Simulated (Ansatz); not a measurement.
Isolated molecules relaxed with PBE0-D4/def2-TZVP in Ansatz; ΔE leaves out vibrations. CBS: MP2 limit from def2 TZ/QZ plus the TZ coupled-cluster correction, frozen cores. This one scheme is used for every species. Each species was taken in one conformer, which may not be the lowest.

Consider the ligand exchange at the Si–O bond: `CO[SiH2][SiH2]O` + H–F → `O[SiH2][SiH2]F` + CH₃OH.

```csv
species,MP2/def2-QZVPP energy (Eh)
`CO[SiH2][SiH2]O`,-771.29311
H–F,-100.36692
`O[SiH2][SiH2]F`,-756.11234
CH₃OH,-115.55941
```

(1) Work out ΔE.

Largest T1 diagnostic among the species: 0.012.

Results:

(1) ΔE = (-756.11234) + (-115.55941) − (-771.29311) − (-100.36692) = -0.01172 Eh = -30.8 kJ/mol. CCSD(T)/CBS gives -33.3 kJ/mol.

In def2-TZVPP, CCSD(T) changes the Hartree–Fock value by +20.0 kJ/mol (the triples alone add +3.5 kJ/mol) and MP2 by +22.9 kJ/mol. The D4 term adds +10.1 kJ/mol with B3LYP and +5.7 kJ/mol with PBE0; it sums over pairs of atoms, weighted by their polarisabilities, and B3LYP, whose exchange is more repulsive, gets the larger term.

B3LYP here is the variant with VWN-RPA as its local correlation; programs differ in this.
